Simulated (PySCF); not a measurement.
Predicted spectroscopic data

PySCF 2.14 calculation with NMR shieldings at PBE0/pcSseg-1/GIAO, J: B3LYP/pcJ-1 (spin–dipole term left out of most H,H and C,H couplings) and geometry: GFN2-xTB; one averaged value for each set of equivalent atoms, relativity neglected, one conformer, isolated molecule.

References, each an isolated molecule treated in the same way: TMS for 1H and 13C. Multiplet labels drop J under 1 Hz and among equivalent protons, and merge close values. Unscaled 3J(H,H) run several per cent high. Splittings of carbon signals by F and P are missing where no couplings were computed. Where no couplings were computed, multiplicities follow the n + 1 count of equivalent neighbours, and m marks all less simple cases (inequivalent or close neighbours, rings, F or P nearby). Shifts are as computed. Against solution values, carbons near 30 ppm lie about +3 ppm off and those near 130 ppm about +5 ppm; carbons on Cl a further +6 ppm. Of 1211 compounds with measured shifts, 218 miss one by over three times the rms of a fit or turn the order of signals round; such compounds aren't used in these exercises. Carbons bonded to Cl come out too deshielded.

**1.** `N#CC1=C[C@@H]2C(C#N)=C[C@H]12`, C₈H₄N₂. 1H NMR (600 MHz, computed): δ 7.51 (m, 2H), 4.21 (m, 2H). 13C{1H} NMR (computed): δ 168.6, 134.4, 118.3, 54.8.

**2.** 1-Chloropentafluorobenzene (SMILES Fc1c(F)c(F)c(Cl)c(F)c1F). 13C{1H} NMR (computed): δ 155.3 (C), 151.1 (C), 148.3 (C), 120.7 (C).
